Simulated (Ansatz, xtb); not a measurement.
**FGeH5Si2: where a starting geometry ends**

The starting geometry of this gas-phase singlet was built from a drawn formula by distance geometry and a force field; its bonds are those of `[F][GeH]1[SiH2][SiH2]1`.

```yaml
atoms:
  - { symbol: F, position_ang: [-2.5273, -2.7675, 0.3327] }
  - { symbol: Ge, position_ang: [-1.0617, -2.5625, 1.3851] }
  - { symbol: Si, position_ang: [0.7701, -1.8132, 0.2060] }
  - { symbol: Si, position_ang: [-0.3748, -0.3481, 1.4526] }
  - { symbol: H, position_ang: [-0.8939, -3.4358, 2.5850] }
  - { symbol: H, position_ang: [2.0435, -2.2994, 0.8108] }
  - { symbol: H, position_ang: [0.5249, -1.6883, -1.2675] }
  - { symbol: H, position_ang: [0.3081, -0.0352, 2.7076] }
  - { symbol: H, position_ang: [-1.1763, 0.5357, 0.6487] }
```

Task: Predict what it relaxes into with r2SCAN-D4/def2-SVP.

Result: It keeps its bonds, and is `[F][GeH]1[SiH2][SiH2]1`.

The energy falls by 0.46 eV over 8 steps:

```tsv
step	E − E(last) (eV)
1	0.462
2	0.037
3	0.006
4	0.002
5	0.001
6	0.001
7	0.000
8	0.000
```

Final geometry (Å):

```xyz
9

F    -2.5720   -2.9327    0.4704
Ge   -1.1136   -2.5821    1.3773
Si    0.8200   -1.8839    0.1758
Si   -0.3743   -0.3219    1.4978
H    -1.0675   -3.5531    2.5656
H     2.1711   -2.3732    0.5811
H     0.6873   -1.6798   -1.2960
H     0.1927    0.2127    2.7713
H    -1.1313    0.6998    0.7179
```

From the same start GFN2-xTB ends elsewhere, at `F[SiH2][SiH2][GeH]`.

No frequencies were run, so the end isn't proven a minimum. Run with Ansatz 0.2.0, 23 s on 2 threads of Intel(R) Xeon(R) Platinum 8259CL CPU @ 2.50GHz (Skylake/Cascade Lake), with other jobs on the host.
